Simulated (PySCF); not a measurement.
**`FCC=C=C[SiH](Cl)Cl`: 4 charge schemes on one density**

C4H5Cl2FSi.
Z-matrix (Å and degrees, GFN2-xTB geometry), rows numbered from 1:
```
F 
C   1  1.3700
C   2  1.5020  1  111.93
C   3  1.2960  2  124.08  1     2.36
C   4  1.2978  3  176.34  2   -69.38
Si  5  1.8867  4  123.32  2   -83.94
Cl  6  2.0152  5  109.18  4   -14.87
Cl  6  2.0222  5  107.97  4  -134.31
H   2  1.0974  1  106.88  3  -121.16
H   2  1.0979  1  106.88  3   121.66
H   3  1.0808  2  114.56  1  -178.52
H   5  1.0820  4  119.10  6   179.47
H   6  1.4559  5  112.19  4   106.29
```

Density: PBE0/pcSseg-1 (PySCF); schemes: Mulliken, IAO, Hirshfeld and ESP-fitted. Isolated species at its GFN2-xTB geometry (one conformer only).

Task: Atoms with like bonding are taken together and averaged. At which atom do the 4 schemes differ most?

Result: At Si6: from +0.288 (ESP-fitted) to +0.973 e (IAO), 0.685 e apart.

Task: Do the Mulliken, IAO, Hirshfeld and ESP-fitted schemes agree on where the charge is lowest?

Result: The schemes don't all agree: Mulliken C5 (-0.440); IAO C5 (-0.500); Hirshfeld C5 (-0.163); ESP-fitted F1 (-0.225).

Task: Tabulate the Mulliken, IAO, Hirshfeld and ESP-fitted charges.

Result: In e; atoms taken as equivalent share a row and are averaged (×n: the atom named and its like, n in all):

| atom | environment | Mulliken | IAO | Hirshfeld | ESP-fitted |
| --- | --- | --- | --- | --- | --- |
| F1 | alkyl fluorine | -0.328 | -0.319 | -0.116 | -0.225 |
| C2 | sp3 C–F carbon | +0.228 | +0.054 | +0.035 | +0.200 |
| C3 | outer carbon of cumulated double bonds | -0.339 | -0.230 | -0.070 | -0.170 |
| C4 | central carbon of cumulated double bonds | +0.044 | +0.068 | +0.008 | -0.063 |
| C5 | outer carbon of cumulated double bonds | -0.440 | -0.500 | -0.163 | -0.190 |
| Si6 | chlorine-bound silicon | +0.887 | +0.973 | +0.363 | +0.288 |
| Cl7/Cl8 | silicon-bound chlorine | -0.289 | -0.296 | -0.111 | -0.132 |
| H9/H10 | methylene hydrogen | +0.121 | +0.151 | +0.052 | +0.054 |
| H11 | hydrogen on C3 | +0.153 | +0.180 | +0.066 | +0.144 |
| H12 | hydrogen on C5 | +0.173 | +0.186 | +0.059 | +0.165 |
| H13 | Si–H hydrogen | -0.043 | -0.123 | -0.065 | +0.006 |

Mean size of the charges over all atoms: IAO 0.271 e, Mulliken 0.266 e, ESP-fitted 0.140 e, Hirshfeld 0.098 e. Each set sums to the total charge, 0, to within 0.001 e. The IAO scheme projects the occupied orbitals on a minimal set of polarised atomic orbitals and counts the electrons in each atom's part of it.

Some averages cover members that differ in this geometry: Cl7/Cl8, ESP-fitted -0.146 to -0.119 e.

Task: How many electrons does the IAO scheme count on C5?

Result: Z − q = 6 − (-0.500) = 6.500.

Task: Sum the charges by element, for elements with more than one atom.

Result: 
| element | atoms | Mulliken | IAO | Hirshfeld | ESP-fitted |
| --- | --- | --- | --- | --- | --- |
| C | 4 | -0.507 | -0.608 | -0.190 | -0.222 |
| Cl | 2 | -0.578 | -0.591 | -0.222 | -0.265 |
| H | 5 | +0.526 | +0.545 | +0.165 | +0.423 |

Task: How closely do the schemes follow one another over all atoms?

Result: Correlation coefficient and root-mean-square difference: IAO with Hirshfeld 1.00, 0.228 e; Mulliken with IAO 0.98, 0.070 e; Mulliken with Hirshfeld 0.98, 0.215 e; Mulliken with ESP-fitted 0.92, 0.203 e; IAO with ESP-fitted 0.87, 0.233 e; Hirshfeld with ESP-fitted 0.87, 0.080 e.

The run behind these numbers computed NMR shieldings as well. The run took 46 s on one thread, Arm Neoverse N1 (aarch64), no GPU (shared host), and the process peaked at 0.81 GiB of memory.
